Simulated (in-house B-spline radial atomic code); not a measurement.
## Co V (Co4+): 1s1 2s2 2p6 3s1 3p6 3d7 (with a hole in an inner shell)

All numbers are computed (Dirac-Kohn-Sham PBE0, spherical fractional occupations; Fermi nucleus of rms radius 3.7875 fm) with a radial B-spline atomic code at the basis-set limit, not measured.

Z_r = [3n² - l(l+1)]/(2<r>); Z_e = n√(-2ε); the last column is Slater's effective charge. Values are occupation-weighted means over j.

```
shell  electrons   ε (eV)  <r> (bohr)    Z_r    Z_e  Slater
   1s          1  -7967.5     0.05561  26.98  24.20   27.00
   2s          2  -1042.4      0.2481  24.18  17.51   23.70
   2p          6  -924.33      0.2158  23.17  16.48   23.70
   3s          1  -173.96      0.7382  18.29  10.73   17.10
   3p          6  -138.63      0.7572  16.51   9.58   17.10
   3d          7  -71.229      0.8349  12.58   6.86    8.90
```

The least bound orbital is 3d5/2 at -71.11 eV, and it is also the most diffuse (<r> = 0.8362 bohr). The part-filled 1s shell lies below the filled 3p shell in orbital energy.

Spin-orbit splittings of the orbital energies (j = l + 1/2 above j = l - 1/2 when positive): 2p 16.92 eV, 3p 2.276 eV, 3d 0.304 eV.

For the 1s electron the small component carries 0.961 % of the norm, the zero-frequency Breit interaction raises the level by 6.341 eV, self-energy by 4.783 eV, and vacuum polarisation lowers it by 0.4166 eV.

Caution: exact exchange at fractional occupations of open shells leaves self-interaction of up to several eV.
